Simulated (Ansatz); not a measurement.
Consider the atomization: `[AlH2][NH][SiH2][SiH3]` → Al• + 8 H• + N• + 2 Si•.

Computed with Ansatz on PBE0-D4/def2-TZVP structures; ΔE is electronic, products minus reactants. CCSD(T)/CBS is the MP2 limit (def2-TZVPP, def2-QZVPP) plus CCSD(T) − MP2 in def2-TZVPP, frozen cores. This one scheme is used for every species, atoms too. DFT in def2-TZVPP. No spin–orbit coupling; open shells (•) take unrestricted orbitals. Spin–orbit coupling would lower the free atoms: a little for Al, Si. Each species was taken in one conformer, which may not be the lowest.

| level | ΔE (kJ/mol) | difference from CCSD(T)/CBS |
| --- | --- | --- |
| PBE-D4 | 3536.7 | -48.6 |
| r2SCAN-D4 | 3564.8 | -20.5 |
| ωB97X-V | 3612.2 | 26.9 |
| ωB97M-V | 3582.8 | -2.5 |
| PBE | 3510.3 | -75.0 |
| MP2/def2-TZVPP | 3464.2 | -121.1 |
| CCSD/def2-TZVPP | 3450.0 | -135.3 |
| MP2/def2-QZVPP | 3525.2 | -60.1 |
| HF/CBS(def2) | 2671.1 | -914.2 |
| MP2/CBS(def2) | 3565.1 | -20.2 |
| CCSD(T)/CBS | 3585.3 | 0 |

Largest T1 diagnostic among the species: 0.018.

From PBE to PBE0 (25 % exact exchange), in def2-TZVPP and without D4, ΔE moves by −12.9 kJ/mol: exact exchange takes away binding that semilocal exchange gives to molecules. The D4 term adds +42.7 kJ/mol with B3LYP and +22.7 kJ/mol with PBE0; it sums over pairs of atoms, weighted by their polarisabilities, and B3LYP, whose exchange is more repulsive, gets the larger term.

B3LYP here is the variant with VWN-RPA as its local correlation; programs differ in this.

For atomizations the MP2-based limit and the directly extrapolated one differ by several kJ/mol either way, and by 10 to 25 for some Ge, Se and Sn compounds, so smaller differences from it don't rank the levels.
